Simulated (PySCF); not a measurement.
A calculated (UHF, PySCF 2.14, pcseg-2, no relativity, point nucleus) atom or ion has these occupied shells.

```json
{"shell": "1s α", "electrons": "1", "orbital energy (eV)": "-1590.2", "rms radius, mean of both spins (bohr)": "0.140"}
{"shell": "1s β", "electrons": "1", "orbital energy (eV)": "-1590.1", "rms radius, mean of both spins (bohr)": "0.140"}
{"shell": "2s α", "electrons": "1", "orbital energy (eV)": "-133.26", "rms radius, mean of both spins (bohr)": "0.680"}
{"shell": "2s β", "electrons": "1", "orbital energy (eV)": "-133.16", "rms radius, mean of both spins (bohr)": "0.680"}
{"shell": "2p α", "electrons": "3", "orbital energy (eV)": "-87.299", "rms radius, mean of both spins (bohr)": "0.675"}
{"shell": "2p β", "electrons": "3", "orbital energy (eV)": "-87.109", "rms radius, mean of both spins (bohr)": "0.675"}
{"shell": "3s α", "electrons": "1", "orbital energy (eV)": "-11.533", "rms radius, mean of both spins (bohr)": "2.82"}
{"shell": "3s β", "electrons": "1", "orbital energy (eV)": "-9.881", "rms radius, mean of both spins (bohr)": "2.82"}
{"shell": "3p α", "electrons": "1", "orbital energy (eV)": "-5.825", "rms radius, mean of both spins (bohr)": "3.73"}
```

Task: Name the element and its charge.

Result: Al (aluminium, neutral), in [Ne] 3s2 3p1, 2P determinant.
